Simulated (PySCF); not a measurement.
Sn⁺: excitation energy

Sn⁺ [Kr] 4d10 5s2 5p1 (2P) → Sn⁺ [Kr] 4d10 5s1 5p1 6s1 (4P), as a difference of total energies. Computed with PySCF 2.14 in x2c-TZVPPall with one added diffuse shell each of s, p, d, f type (9s7p5d3f, 76 functions), with scalar relativity by spin-free X2C-1e. Correlated levels: valence: [Kr] 4d10 frozen; valence and next inner shell: [Ar] 3d10 frozen. The calculations carry no spin-orbit coupling.

```json
{"method": "UHF", "excitation energy (cm⁻¹)": "96188"}
{"method": "LDA", "excitation energy (cm⁻¹)": "112390"}
{"method": "PBE", "excitation energy (cm⁻¹)": "109340"}
{"method": "PBE0", "excitation energy (cm⁻¹)": "107580"}
{"method": "r2SCAN", "excitation energy (cm⁻¹)": "107990"}
{"method": "B2PLYP", "excitation energy (cm⁻¹)": "108050"}
{"method": "BLYP", "excitation energy (cm⁻¹)": "112130"}
{"method": "wB97X-V", "excitation energy (cm⁻¹)": "109470"}
{"method": "BHandHLYP", "excitation energy (cm⁻¹)": "109010"}
{"method": "MP2 (valence)", "excitation energy (cm⁻¹)": "101630"}
{"method": "SCS-MP2 (valence)", "excitation energy (cm⁻¹)": "103620"}
{"method": "MP2 (valence and next inner shell)", "excitation energy (cm⁻¹)": "108890"}
{"method": "SCS-MP2 (valence and next inner shell)", "excitation energy (cm⁻¹)": "109610"}
```

A first-order spin-orbit estimate (lowest level to lowest level, LS coupling) adds -0.017 eV.

The promoted electron is Rydberg-like, and one or two diffuse shells describe it only roughly, which tends to raise the upper state.
